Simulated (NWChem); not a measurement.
Basis-set convergence for C₂H₆Si

```xyz
9

Si     0.0000     0.0000    -0.7599
C     -1.3403    -0.5466     0.5016
H     -2.3564    -0.6288     0.0661
H     -1.3796     0.0542     1.4360
H     -1.0396    -1.5792     0.8081
C      1.3403     0.5466     0.5016
H      1.3796    -0.0542     1.4360
H      1.0396     1.5792     0.8081
H      2.3564     0.6288     0.0661
```
Charge 0, spin multiplicity 1.

Program: NWChem. All single points use one geometry, from PBE/def2-SVP, a minimum by its harmonic frequencies.

Quantity: LUMO energy at the level B3LYP.

B3LYP has NWChem's definition, with VWN1-RPA local correlation. The Pople sets run with spherical d functions. The structure started from a generated list of species.

| basis | functions | LUMO energy (eV) |
|---|---|---|
| 6-31G* | 58 | -2.15 |
| cc-pVDZ | 76 | -2.19 |
| 6-311G** | 98 | -2.31 |
| def2-SVPD | 112 | -2.30 |
| 6-311++G** | 116 | -2.37 |
| aug-pcseg-1 | 127 | -2.39 |
| def2-TZVP | 135 | -2.29 |
| def2-TZVPD | 171 | -2.33 |
| pcseg-2 | 178 | -2.33 |
| def2-TZVPP | 188 | -2.29 |

Smallest basis within 0.2 eV of def2-TZVPP, the largest set run: 6-31G*, with 58 functions against 188 (also within reach: cc-pVDZ, 6-311G**, def2-SVPD, 6-311++G**, aug-pcseg-1, def2-TZVP, def2-TZVPD, pcseg-2). def2-TZVPP isn't the basis-set limit itself, and a small set can land close by cancellation.
